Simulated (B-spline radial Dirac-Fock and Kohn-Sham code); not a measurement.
**Elastic and transport cross sections of silicon for electrons**

Level of theory: relativistic (Dirac) partial waves in the static field of the Dirac-Fock atom with Furness-McCarthy exchange, without polarisation or absorption potentials; a B-spline atomic structure program. σ_tr1 and σ_tr2 weight the cross section with 1 − P₁ and 1 − P₂ of cos θ; "backward" is the share scattered beyond 90°.

```csv
energy (eV),σ (a₀²),σ_tr1 (a₀²),σ_tr2 (a₀²),σ/σ_tr1,backward (%)
7840,0.954,0.0168,0.0388,56.6,0.22
8440,?,?,?,?,?
10000,0.769,0.0110,0.0259,69.8,0.17
12200,0.644,0.00776,0.0185,82.9,0.13
15800,0.510,0.00491,0.0119,104,0.097
20000,0.412,0.00323,0.00791,128,0.074
20100,0.411,0.00320,0.00784,128,0.074
23700,0.354,0.00239,0.00589,148,0.061
30000,0.287,0.00157,0.00392,183,0.047
30700,0.281,0.00151,0.00376,186,0.045
37500,0.236,0.00106,0.00266,223,0.036
40900,0.218,0.000905,0.00229,241,0.032
50000,0.184,0.000635,0.00162,290,0.026
56400,0.166,0.000513,0.00131,324,0.022
70600,0.138,0.000346,0.000893,399,0.017
100000,0.105,0.000189,0.000495,556,0.011
108000,0.0993,0.000166,0.000435,599,0.0098
110000,0.0979,0.000161,0.000422,610,0.0096
200000,0.0656,5.89e-05,0.000158,1110,0.0042
300000,0.0527,3.06e-05,8.31e-05,1720,0.0023
```

Question: Fill in the row for 8.44 keV.

Answer: σ = 0.894 a₀², σ_tr1 = 0.0148 a₀², σ_tr2 = 0.0344 a₀², σ/σ_tr1 = 60.3, backward 0.20 %. The ratio σ/σ_tr1 is roughly the number of elastic collisions that randomise the direction.

Values without a named source are computed, but for edge energies of neutral atoms, which are taken from tables.
